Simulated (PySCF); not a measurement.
# One molecule, several mistakes: BGe2H5N cation

Calculated results; nothing here was measured. The program is PySCF 2.14.0, an open-source quantum chemistry code, run on an isolated molecule that a program drew, which may never have been made. The molecule is BGe2H5N cation (charge +1, singlet), drawn as the SMILES string `[BH2][GeH+][N]=[GeH2]`.

Each row is a Hartree-Fock (HF) and frozen-core CCSD(T) single point in the cc-pVDZ basis, meant for a local HF minimum. Run 1 is clean. Each other run has one planted mistake out of seven kinds, and not every kind appears here: one electron removed, one electron added, multiplicity raised by two, geometry at a saddle point, minimal basis STO-3G, one bond length entered in bohr, all coordinates scaled. The reference is restricted for singlets and unrestricted otherwise, and also for a bond in bohr. Adding or removing an electron swaps singlet and doublet. Electrons count all cores. HOMO and LUMO are orbital energies over both spins, the gradient is its largest component, and the lowest frequency (negative if imaginary) is given only where the gradient is small. Bond lengths are over the 8 bonds as drawn. T1 is the CCSD diagnostic: over 0.02 (restricted) or 0.045 (unrestricted) a single reference is doubtful. Germanium has the cc-pVDZ-PP basis, with a core potential (ECP10MDF) in place of its 10 inner electrons, and its 3s, 3p and 3d shells are frozen in CCSD(T).

Geometry of the clean run:
```xyz
9
BGe2H5N cation, angstrom
B     0.8235    0.3568    0.8496
Ge    0.7370   -1.5938    0.1172
N    -0.5868   -2.1118   -0.8163
Ge   -1.8410   -2.7403   -1.7453
H     0.3482    0.5774    1.9171
H     1.3386    1.1886    0.1738
H     1.8146   -2.6390    0.3628
H    -1.7999   -2.6288   -3.2518
H    -3.0320   -3.3867   -1.0764
```

| run | electrons | basis functions | <S^2> | HOMO (eV) | LUMO (eV) | gradient (hartree/bohr) | lowest frequency (cm^-1) | mean bond (Å) | longest bond (Å) | T1 | HF (hartree) | CCSD(T) (hartree) | mistake |
|---|---|---|---|---|---|---|---|---|---|---|---|---|---|
| 1 | 80 | 99 | 0.000 | -14.95 | -3.45 | 2.1e-05 | 76 | 1.5488 | 2.085 | 0.0227 | -668.48790 | -668.95767 | no fault |
| 2 | 80 | 99 | 0.000 | -14.51 | -3.51 | 2.6e-02 | - | 1.6216 | 2.183 | 0.0265 | -668.46873 | -668.95197 | all coordinates scaled |
| 3 | 79 | 99 | 0.767 | -21.12 | -11.51 | 7.6e-02 | - | 1.5488 | 2.085 | 0.0888 | -668.01505 | -668.43092 | ? |
| 4 | 80 | 99 | 2.045 | -10.97 | -5.14 | 1.2e-01 | - | 1.5488 | 2.085 | 0.0275 | -668.38686 | -668.81614 | ? |

**Which mistake was planted in run 3, and what did it cost?**

It counts 79 electrons, one fewer than the clean run, at the same geometry and basis. So the mistake is: one electron removed. Subtracting run 1 and multiplying by 627.51 kcal/mol a hartree, the energy moved by 296.7 kcal/mol in HF and 330.5 kcal/mol in CCSD(T).

**Which mistake was planted in run 4, and what did it cost?**

Electrons, basis and geometry are unchanged, and <S^2> is 2.045, beside S(S+1) = 2.00 for a multiplicity of 3. So the mistake is: multiplicity raised by two. Subtracting run 1 and multiplying by 627.51 kcal/mol a hartree, the energy moved by 63.4 kcal/mol in HF and 88.8 kcal/mol in CCSD(T).

Cautions from the logs. Run 1: T1 is over the limit, so its CCSD(T) energy is less reliable; run 2: T1 is over the limit, so its CCSD(T) energy is less reliable; run 3: T1 is over the limit, so its CCSD(T) energy is less reliable.
